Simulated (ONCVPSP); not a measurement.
What one change does to a pseudopotential (Br (Z = 35), ONCV)

* Element: bromine
* Generator: ONCVPSP 4.0.1
* Type: optimised norm-conserving Vanderbilt (ONCV)
* Functional: PBE
* Relativity: fully relativistic
* Frozen core: [Ne]
* Valence charge: 25
* Reference configuration: 3s2 3p6 3d10 4s2 4p5
* Partial waves: 3s+4s: rc 0.90 bohr, ncon 4, nbas 9, qcut 16.7 1/bohr, 2 projectors; 3p+4p: rc 1.10 bohr, ncon 5, nbas 9, qcut 12.5 1/bohr, 2 projectors; 3d: rc 0.60 bohr, ncon 4, nbas 9, qcut 21.1 1/bohr, 1 projector
* Local potential: polynomial inside 0.55 bohr (lpopt 5, dvloc0 3 Ha)
* Core correction: none

Open shells are filled in proportion to 2j + 1.

All-electron outer shells of the reference configuration (PBE, scalar-relativistic, ld1.x):

| shell | level (eV) | outermost node (bohr) | outermost maximum (bohr) |
| --- | --- | --- | --- |
| 2s | -1733.10 | 0.06 | 0.16 |
| 2p | -1528.56 | – | 0.13 |
| 3s | -238.08 | 0.23 | 0.48 |
| 3p | -173.49 | 0.21 | 0.48 |
| 3d | -66.72 | – | 0.43 |
| 4s | -20.13 | 0.67 | 1.41 |
| 4p | -7.86 | 0.70 | 1.66 |

Change: p: qcut 18.7.

Cutoffs: the cutoffs (Ha) at which the residual kinetic energy of the hardest occupied pseudo-wave falls to 1 and 0.1 mHa per electron; they do not see the model core or the augmentation charge, which bear on the density cutoff. Errors are all-electron minus pseudo energies relative to the spin-unpolarised reference configuration.

Predict the effect on cutoff, ghosts and configuration errors.

The potential gets neither clearly harder nor softer (216 Ha and 739 Ha → 216 Ha and 739 Ha); of the 4 tests that both files solve, the error grows in 2 and shrinks in 0 by more than 15 % and 0.3 meV (median size 3.9 → 4.7 meV); neither file shows a bound ghost.

```csv
quantity,base,changed
"cutoff, loose",216 Ha,216 Ha
"cutoff, tight",739 Ha,739 Ha
loose cutoff by channel,"s 89 Ha, p 65 Ha, d 216 Ha","s 89 Ha, p 71 Ha, d 216 Ha"
bound ghosts,none,none
GHOST(+) flags under 300 eV,none,none
"error for 3s2 3p6 3d10 4s2 4p4, meV [ΔE 12.56 eV]",-1.5,+1.3
"error for 3s2 3p6 3d10 4s2 4p3, meV [ΔE 35.33 eV]",-3.2,+3.2
"error for 3s2 3p6 3d10 4s2 4p2, meV [ΔE 69.32 eV]",-4.6,+6.1
"error for 3s2 3p6 3d9 4s2 4p6, meV [ΔE 64.29 eV]",+26,+32
s: phases at 0.91 bohr within 0.05 rad from the reference energy up to (Ha; the scan ends near 5),to the end of the scan,to the end of the scan
p3/2: phases at 1.11 bohr within 0.05 rad from the reference energy up to (Ha; the scan ends near 5),to the end of the scan,to the end of the scan
p1/2: phases at 1.11 bohr within 0.05 rad from the reference energy up to (Ha; the scan ends near 5),to the end of the scan,to the end of the scan
d5/2: phases at 0.61 bohr within 0.05 rad from the reference energy up to (Ha; the scan ends near 5),to the end of the scan,to the end of the scan
d3/2: phases at 0.61 bohr within 0.05 rad from the reference energy up to (Ha; the scan ends near 5),to the end of the scan,to the end of the scan
```
